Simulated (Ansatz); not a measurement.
```yaml
crystal:
  periodic: [false, false, false]
  atoms:
    - {symbol: C, position_ang: [-1.435153, 1.362443, 0.828501]}
    - {symbol: Si, position_ang: [0.331222, 0.701845, 1.173404]}
    - {symbol: h, position_ang: [0.806196, -1.091706, -0.024758]}
    - {symbol: C, position_ang: [0.294025, -0.872450, -1.736285]}
    - {symbol: F, position_ang: [0.605582, 0.095916, -2.318024]}
    - {symbol: H, position_ang: [-1.579488, 2.286602, 1.294568]}
    - {symbol: H, position_ang: [-2.010308, 0.513676, 1.033637]}
    - {symbol: H, position_ang: [-1.482156, 1.500640, -0.191376]}
    - {symbol: H, position_ang: [1.326377, 1.865048, 0.878588]}
    - {symbol: H, position_ang: [0.491981, 0.607065, 2.774813]}
    - {symbol: H, position_ang: [2.284089, -1.268059, 0.025924]}
    - {symbol: H, position_ang: [0.438590, -2.353388, 0.633464]}
    - {symbol: H, position_ang: [0.653991, -1.806740, -2.424539]}
    - {symbol: H, position_ang: [-0.867715, -1.073273, -1.759820]}
basis:
  gaussian: {orbitals: aug-cc-pVDZ}
total_charge: -1
magnetization: {spin_polarized: true, initial_magnetization: 1}
hamiltonian: {xc: {name: wB97M-V}}
output: {forces: true}
```

```sh
$ ansatz run in.yaml --threads 4 --pin off --events-out ev --progress --plain --max-ram 10444MiB
```

It prints (some lines left out):

```
Error: YAML parse error: error: line 6 column 16: `h` is not an element symbol (H … Og, case-exact)
 --> <input>:6:16
4 |     - {symbol: C, position_ang: [-1.435153, 1.362443, 0.828501]}
5 |     - {symbol: Si, position_ang: [0.331222, 0.701845, 1.173404]}
6 |     - {symbol: h, position_ang: [0.806196, -1.091706, -0.024758]}
7 |     - {symbol: C, position_ang: [0.294025, -0.872450, -1.736285]}
8 |     - {symbol: F, position_ang: [0.605582, 0.095916, -2.318024]}
```

(1) What is wrong with this run?

Results:

(1) An element symbol is wrong. The input was rejected before any iteration.
